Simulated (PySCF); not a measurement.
Spectrum to structure. Level of theory: PySCF 2.14.0, density-fitted response routines, TDDFT wB97X-D/def2-SVPD, vertical, gas phase, core orbitals frozen in the response. Geometries: GFN2-xTB, one conformer each.

```csv
state,E (eV),λ (nm),f
S1,3.87,320.3,0.0050
S2,4.34,285.8,0.0005
S3,4.77,259.9,0.082
S4,5.22,237.5,0.096
S5,5.59,221.8,0.0085
S6,6.15,201.5,0.0071
S7,6.27,197.8,0.249
S8,6.87,180.4,0.244
```

Question: Which structure fits?
A. `NP1CCC(=O)CC1`
B. `CC1=NC=CC=P1`
C. `C=Pn1cccc1`

Answer: B. Its S1, at 3.87 eV, is the lowest among the candidates; the nearest of the others has S1 at 4.33 eV. S1 is HOMO→LUMO (98%). Löwdin shares by element: HOMO nitrogen 44%, phosphorus 24%, carbon 18% or more; LUMO carbon 38% or more, phosphorus 32%, nitrogen 9% (atoms not listed hold the other 21%). At the same level the other candidates give, for their lowest levels:
- `NP1CCC(=O)CC1`: 4.38 eV (f 0.000); 6.16 eV (f 0.010); 6.53 eV (f 0.049); 6.59 eV (f 0.041); 6.88 eV (f 0.010); T1 3.84 eV; HOMO -8.87, LUMO 1.25 eV
- `C=Pn1cccc1`: 4.33 eV (f 0.001); 4.78 eV (f 0.228); 5.60 eV (f 0.037); 6.37 eV (f 0.021); 6.46 eV (f 0.011); T1 2.87 eV; HOMO -8.30, LUMO -0.05 eV
Triplets come from the Tamm–Dancoff approximation.
